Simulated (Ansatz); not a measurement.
Start from `FB(F)O[SiH3]` and change one element to get `[F][Ga]([F])[O][SiH3]`.

Ansatz, PBE0-D4/def2-TZVP geometries, multiplicity 1. Each molecule was computed in one conformer, which needn't be the lowest.

Scalar relativity is left out up to krypton.

| property | `FB(F)O[SiH3]` |
| --- | --- |
| LUMO energy (PBE/def2-TZVPP) / eV | -1.08 |
| HOMO–LUMO gap (PBE/def2-TZVPP) / eV | 7.14 |
| LUMO energy (B3LYP/def2-TZVPP) / eV | -0.48 |
| zero-point energy (PBE0-D4/def2-TZVP) / kJ/mol | 105.2 |
| HOMO–LUMO gap (ωB97M-V/def2-TZVPP) / eV | 13.31 |
| HOMO energy (PBE0/def2-TZVPP) / eV | -9.67 |

Q: Give the same properties after the change, and the shifts. (An estimate is asked.)

A: The calculation gave: 
```tsv
property	`[F][Ga]([F])[O][SiH3]`	shift
LUMO energy (PBE/def2-TZVPP) / eV	-2.96	-1.88
HOMO–LUMO gap (PBE/def2-TZVPP) / eV	4.86	-2.28
LUMO energy (B3LYP/def2-TZVPP) / eV	-2.34	-1.86
zero-point energy (PBE0-D4/def2-TZVP) / kJ/mol	88.3	-16.9
HOMO–LUMO gap (ωB97M-V/def2-TZVPP) / eV	11.48	-1.83
HOMO energy (PBE0/def2-TZVPP) / eV	-9.25	0.42
```

With PBE0 the HOMO rises by 0.42 eV and the LUMO falls by 1.73 eV, so the gap narrows by about 2.15 eV. PBE moves the HOMO by 0.41 eV and ωB97M-V by 0.40 eV.

B3LYP here is the variant with VWN-RPA as its local correlation; programs differ in this.
